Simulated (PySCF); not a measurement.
# Bond lengths and vibrations by method: AlBFH2O cation

These are calculations, not measurements. The program is PySCF 2.14.0, an open-source quantum chemistry code, run on an isolated molecule that a program drew, which may never have been made. The molecule is AlBFH2O cation (charge +1, singlet), drawn as the SMILES string `[BH+][O][AlH][F]`.

The geometry was optimised and harmonic frequencies were computed with HF and MP2, all in the cc-pV(D+d)Z basis, for the commonest isotopes, with a restricted reference for singlets and an unrestricted one otherwise, and a frozen core in MP2. Each result is a local minimum of its method.

Geometry at the HF minimum:
```xyz
6
AlBFH2O cation, angstrom
B    -1.3758   -1.1926   -2.7098
O    -1.0035   -0.4213   -1.8450
Al   -0.2104    0.6072   -0.5515
F     1.2889    0.0117   -0.3746
H    -1.7425   -1.9294   -3.5410
H    -1.0702    1.7299    0.0453
```

Lengths of the bonds as drawn, in Å (atoms numbered as above):
```
bond,HF,MP2
B1-O2,1.217,1.234
O2-Al3,1.833,1.880
Al3-F4,1.623,1.643
B1-H5,1.170,1.178
Al3-H6,1.535,1.538
```

Rotational constants, in GHz:
| constant | HF | MP2 |
|---|---|---|
| A | 17.72 | 17.59 |
| B | 3.606 | 3.437 |
| C | 2.997 | 2.875 |

Harmonic frequencies in cm^-1, each column in rising order, so a row needn't be the same motion in every method:
```
rank,HF,MP2
1,101,94
2,168,147
3,275,252
4,488,465
5,515,466
6,627,600
7,845,775
8,850,782
9,918,888
10,1832,1757
11,2188,?
12,3017,2936
```

**Estimate the missing MP2 frequency from the HF column.**

A single factor s that minimises the squared misfit of MP2 against s times HF over the other rows is sum(HF x MP2) / sum(HF^2) = 0.9625, with an rms misfit of 22 cm^-1. For rank 11 it gives 0.9625 x 2188 = 2106 cm^-1. The calculation gives 2147 cm^-1, 41 cm^-1 above the estimate. The drawn bonds are on average 1.2 % longer in MP2 than in HF.
